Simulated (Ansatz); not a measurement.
Input for Ansatz (an electronic-structure program): R-B3LYP/def2-TZVPP on YN, 2S+1 = 1, a spin state set in the input, which need not be the lowest, a point of a bond scan (R = 1.775 Å). Elements past Kr take the def2 small-core potentials; no spin–orbit coupling.

Ansatz 0.2 input:
```yaml
crystal:
  periodic: [false, false, false]
  atoms:
    - {symbol: Y, position_ang: [0.00000000, 0.00000000, 0.00000000]}
    - {symbol: N, position_ang: [0.00000000, 0.00000000, 1.77532700]}
basis:
  gaussian:
    orbitals: def2-TZVPP
    pivot_positions_ang: [[0.00000000, 0.00000000, 0.00000000], [0.00000000, 0.00000000, 1.77532700]]
hamiltonian:
  xc: {name: B3LYP}
output: {forces: true, orbitals: {seedname: ./end}}
```

The log:

```
WARN ansatz: RAYON_NUM_THREADS=2 ignored (pool sized by the plan → 2); use --threads N
Functional definition: B3LYP
integrals: 0.02 GiB planned
522 factors; their error is unknown
mean field: 0.21 GiB planned
mean field evaluation 1: about -2502.5387 eV, gradient 1.1e2 eV
mean field evaluation 2: about -2248.9345 eV, gradient 1.9e2 eV
mean field evaluation 4: about -2524.9352 eV, gradient 5.1e1 eV
mean field evaluation 8: about -2530.3162 eV, gradient 9.7e-1 eV
mean field evaluation 16: about -2530.3368 eV, gradient 6.1e-4 eV
mean field -2530.33682030 eV, -92.9881630223 hartree, gradient 3.8e-5 eV, S^2 0.000000; 0 other end points of the search recorded, 0 dependent functions left out
the calculation of the forces begins
reference -2530.33700404 eV, -92.9881697743 hartree; 9, 9 occupied and 78, 78 virtual orbitals, 522 factors
Total energy: -2530.33700404 eV, -92.9881697743 hartree
Atom 0 at     0.000000     0.000000     0.000000 Å, force     0.000000    -0.000000    -0.508571 eV/Å
Atom 1 at     0.000000     0.000000     1.775327 Å, force    -0.000000     0.000000     0.508571 eV/Å
Dipole moment:     0.000000     0.000000    -1.493905 e Å
```

Self-consistency was reached.

Cost: about 2.5 core-seconds (a rough figure).
